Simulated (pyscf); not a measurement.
Structures and frequencies: ωB97X-D3(BJ)/def2-SVP in PySCF. Correlated levels are frozen-core, on RHF or UHF. ΔMP2 is the change of the MP2 total energy from the triple- to the quadruple-zeta basis. Singlets are restricted, triplets unrestricted.

Singlet (Å):
```xyz
7

Si     0.0548     2.6234    -1.0905
B      0.3221     0.8015    -0.3973
P     -0.0031    -0.6905    -1.5058
H     -1.2724     2.5442    -0.3232
H      0.7689     0.5604     0.7018
H     -1.0443    -0.2412    -2.3628
H     -0.7774    -1.5192    -0.6543
```

Triplet (Å):
```xyz
7

Si    -1.4357    -0.7684     0.0788
B      0.2563    -0.3155    -0.7505
P      0.9367     1.4277    -0.5150
H     -2.2930     0.2855     0.7202
H      0.9402    -1.1447    -1.2956
H     -0.2288     2.2366    -0.5291
H      1.4200     1.7306    -1.8149
```

Question: For these two minima of :HSi–BH–PH₂, which spin state lies lower at CCSD(T)/def2-TZVPP + ΔMP2(QZVPP), and by how much (electronic energies)?

Answer: The singlet, by 11.5 kcal/mol. Zero-point energy shifts E(triplet) − E(singlet) by +0.9 kcal/mol. :HSi–BH–PH₂ [singlet] lies 23.5 kcal/mol over its isomer H₂B–P=SiH₂, and others may lie lower still (electronic energy, ωB97M-D3(BJ)). 

E(triplet) − E(singlet) by level (kcal/mol):

| level | gap |
|---|---|
| ωB97X-D3(BJ)/def2-TZVP | +12.5 |
| PBE/def2-TZVP | +7.6 |
| r²SCAN/def2-TZVP | +3.8 |
| B3LYP-D3(BJ)/def2-TZVP | +10.6 |
| PBE0-D3(BJ)/def2-TZVP | +6.6 |
| M06-2X/def2-TZVP | +9.2 |
| ωB97M-D3(BJ)/def2-TZVP | +14.3 |
| HF/def2-TZVP | -2.8 |
| MP2/def2-QZVPP | +9.4 |
| CCSD/def2-TZVPP | +10.4 |
| CCSD(T)/def2-TZVPP | +10.7 |
| CCSD(T)/def2-TZVPP + ΔMP2(QZVPP) | +11.5 |

The triplet is the lowest one reached from the SCF start used. The CCSD(T) − MP2 part came from Ansatz, without density fitting, on the same reference.
